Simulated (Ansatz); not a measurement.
AuHS, SMILES `[SH][Au]`. Total charge 0; spin multiplicity 1. Au: def2 effective core potential.

```xyz
3

S    -0.5740   -0.5804    0.1787
Au    0.3994    0.6998   -1.3771
H     0.1746   -0.1194    1.1984
```

(1) What are the harmonic wavenumbers in cm⁻¹ at PBE0-D4/def2-TZVP (Ansatz, finite differences of forces, unscaled)? (Estimate.)

(2) Is this a minimum?

(3) Give the ideal-gas thermochemistry at 298.15 K and 1 bar (rigid rotor, harmonic oscillator; point group Cs, symmetry number 1).

(4) And at 400, 500, 600, 800 and 1000 K?

Results:

(1) The calculation gave: 369, 718, 2687.

(2) Yes, all 3 modes are real.

(3) Zero-point energy 22.6 kJ/mol; H(298) − E = 33.7 kJ/mol; entropy 274.5 J/(mol·K), of which translation 176.7, rotation 92.1, vibration 5.7; G(298) − E = -48.2 kJ/mol.

(4) 
| T (K) | H − E (kJ/mol) | S (J/mol/K) | G − E (kJ/mol) |
| --- | --- | --- | --- |
| 400 | 38.2 | 287.5 | -76.8 |
| 500 | 42.8 | 297.8 | -106.1 |
| 600 | 47.6 | 306.5 | -136.4 |
| 800 | 57.4 | 320.6 | -199.1 |
| 1000 | 67.6 | 332.0 | -264.4 |
